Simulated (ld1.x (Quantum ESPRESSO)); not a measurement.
**Configuration tests for silicon (PAW)**

```json
{
 "Element": "silicon (Si)",
 "Generator": "ld1.x (Quantum ESPRESSO) 7.5",
 "Type": "PAW",
 "Functional": "PBE",
 "Relativity": "scalar-relativistic",
 "Frozen core": "[He]",
 "Valence charge": "12",
 "Reference configuration": "2s2 2p6 3s2 3p1 (charge +1)",
 "Partial waves": "2s (bound): rcut 0.80, rcutus 0.95 bohr; 3s (bound): rcut 0.80, rcutus 0.95 bohr; 2p (bound): rcut 0.75, rcutus 0.90 bohr; 3p (bound): rcut 0.75, rcutus 0.90 bohr; 3d channel at -0.15 Ry: rc 0.70 bohr",
 "Local potential": "the d channel",
 "Core correction": "Bessel-smoothed model core inside 0.40 bohr",
 "Augmentation charge": "GAUSS, radius 0.75 bohr"
}
```

Energies are relative to the spin-unpolarised reference configuration 2s2 2p6 3s2 3p1; without spin polarisation the order of configurations can differ from experiment.

```csv
valence configuration,charge,ΔE all-electron (eV),error AE − PS (meV)
2s2 2p6 3s2 3p2,0,-7.740,+0.1
2s2 2p6 3s2 3p0,+2,15.993,-0.1
2s2 2p6 3s1 3p0,+3,49.964,-1.2
2s2 2p6 3s1 3p3,0,-0.926,0.0
2s2 2p6 3s0 3p0,+4,95.118,-2.4
```

Problem. What are ΔE and the potential's error for 2s2 2p6 3s1 3p2?

Solution. ΔE = 7.431 eV all-electron; the error (AE − PS) is +0.2 meV.

Problem. What are ΔE and the potential's error for 2s1 2p6 3s2 3p2?

Solution. ΔE = 145.302 eV all-electron; the error (AE − PS) is +25 meV.

Levels in the configuration 2s1 2p6 3s2 3p2:

```tsv
level	all-electron (eV)	pseudo (eV)
2s	-167.175	-167.060
2p	-124.009	-123.906
3s	-22.274	-22.241
3p	-14.022	-14.031
```
